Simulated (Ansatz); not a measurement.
CH7NSi2 (`C1[SiH2]N[SiH2]1`). The species carries charge 0 and has multiplicity 1.

Cartesian coordinates in Å:
```
C -1.0151 -0.2407 0.6096
Si 0.7201 -0.9662 0.4802
N 1.1187 0.2654 -0.6716
Si -0.4341 1.0342 -0.6518
H -1.2747 0.1632 1.5882
H -1.8164 -0.8962 0.2683
H 0.7932 -2.3587 -0.0469
H 1.5242 -0.9292 1.7348
H 1.9620 0.4652 -1.1785
H -1.1543 1.0165 -1.9568
H -0.4236 2.4466 -0.1754
```

Problem. List the harmonic frequencies (cm⁻¹, unscaled) at PBE0-D4/def2-TZVP in Ansatz. (An estimate is asked.)

Solution. Computed: 119, 407, 469, 507, 509, 641, 676, 682, 699, 747, 772, 831, 837, 941, 952, 963, 992, 1013, 1079, 1397, 2190, 2192, 2193, 2204, 3108, 3167, 3686.

Problem. Is this a minimum?

Solution. Yes, all 27 modes are real.

Problem. Give the ideal-gas thermochemistry at 298.15 K and 1 bar (rigid rotor, harmonic oscillator; point group C2v, symmetry number 2).

Solution. Zero-point energy 203.2 kJ/mol; H(298) − E = 220.3 kJ/mol; entropy 303.1 J/(mol·K), of which translation 164.9, rotation 101.1, vibration 37.2; G(298) − E = 129.9 kJ/mol.
